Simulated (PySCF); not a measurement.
C7H6F4.
Atom-mapped SMILES: `[F:1][C:2]([F:3])([F:4])[C@:5]12[C@@H:6]3[CH2:7][C@@:8]1([F:9])[CH2:10][C@H:11]23` (hydrogens: H12 on C6; H13, H14 on C7; H15, H16 on C10; H17 on C11)

Level of theory: PBE0-D3(BJ)/def2-SVP geometry optimisation, gas phase in PySCF 2.14.0.

(1) What internal coordinates does the optimisation give?

## Answers

(1) 
```
               bond  length (bohr)
F1–C2, C2–F3, C2–F4          2.529
              C2–C5          2.791
      C5–C6, C5–C11          2.831
     C6–C7, C10–C11          2.877
      C7–C8, C8–C10          2.895
              C8–F9          2.534
              C5–C8          2.976
             C6–C11          2.885
    C6–H12, C11–H17          2.061
    C7–H13, C10–H15          2.077
    C7–H14, C10–H16          2.082
```

Bonds in one row agree within 0.02 bohr and their mean is given. A selection of angles:
```
    angle  degrees
 F1–C2–F3    107.1
 F1–C2–C5    112.0
 C2–C5–C6    132.1
 C2–C5–C8    134.8
C2–C5–C11    132.6
 C6–C5–C8     84.6
C6–C5–C11     61.3
 C5–C6–C7     92.3
C5–C6–C11     59.4
C7–C6–C11    107.6
 C6–C7–C8     85.2
 C7–C8–F9    120.0
C7–C8–C10    105.9
 C5–C8–C7     89.0
 C5–C8–F9    125.6
```

Torsions: F1–C2–C5–C6 -163° (antiperiplanar); C2–C5–C6–C7 -128° (anticlinal); C5–C6–C7–C8 -23° (synperiplanar); C6–C7–C8–F9 153° (antiperiplanar); C7–C8–C10–C11 67° (synclinal); C8–C10–C11–C5 23° (synperiplanar); C2–C5–C8–C7 126° (anticlinal); C2–C5–C11–C10 129° (anticlinal); C5–C6–C11–C10 82° (synclinal).

The 3-membered ring C5–C6–C11 has internal angles of 59.4° to 61.3°. The 4-membered ring C5–C6–C7–C8 has internal angles of 84.6° to 92.3°; it is puckered, 0.15 Å rms from its mean plane, widest ring torsion 23°. The C–C distances run from 1.477 Å (C2–C5, drawn single) to 1.575 Å (C5–C8, drawn single), a spread of 0.098 Å. The 4-membered ring C5–C8–C10–C11 has internal angles of 84.6° to 92.3°; it is puckered, 0.15 Å rms from its mean plane, widest ring torsion 23°.

Point group: Cs (every atom within 0.08 Å of its image). PBE0-D3(BJ)/def2-SVP frequencies: not computed here.
